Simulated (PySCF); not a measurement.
# Caesium: a sound run and one with changed settings

Sound run: Cs⁺ [Xe], Cs²⁺ [Kr] 4d10 5s2 5p5. Calculation: PySCF 2.14, in Sapporo-DKH3-DZP-2012 (8s6p3d, 41 functions); scalar relativity by spin-free X2C-1e. In the sound run the correlated levels freeze [Kr] 4d10 5s2. The sound run starts from symmetry-adapted Hartree-Fock orbitals and uses a fine grid where one is needed.

A second run was set up differently.

```tsv
species	method	sound run (hartree)	changed run (hartree)	converged
Cs⁺	UHF	-7782.51031	-7782.51031	yes
Cs⁺	MN15	-7791.03811	-7791.03811	yes
Cs⁺	M06-L	-7785.36188	-7785.36188	yes
Cs⁺	MP2	-7782.59368	-7782.58693	yes
Cs⁺	CCSD(T)	-7782.60232	-7782.60232	yes
Cs²⁺	UHF	-7781.67693	-7781.67693	yes
Cs²⁺	MN15	-7790.17283	-7790.17283	yes
Cs²⁺	M06-L	-7784.50758	-7784.50758	yes
Cs²⁺	MP2	-7781.73143	-7781.72709	yes
Cs²⁺	CCSD(T)	-7781.74048	-7781.74048	yes
```

Ionisation energy of Cs⁺:

```
 method  sound run (eV)  changed run (eV)
    UHF          22.677            22.677
   MN15          23.545            23.545
  M06-L          23.246            23.246
    MP2          23.463            23.398
SCS-MP2          23.420            23.358
   CCSD          23.450            23.450
CCSD(T)          23.452            23.452
```

Question: What was changed?
A. all electrons correlated in a valence basis
B. angular grid far too coarse
C. level shift left on
D. basis contracted for another Hamiltonian

Answer: C. It used initial guess sap, at most 50 SCF cycles, level shift 0.1 hartree. A level shift leaves the converged SCF energy unchanged but raises the virtual orbital energies, which shrinks MP2 if it is not removed.
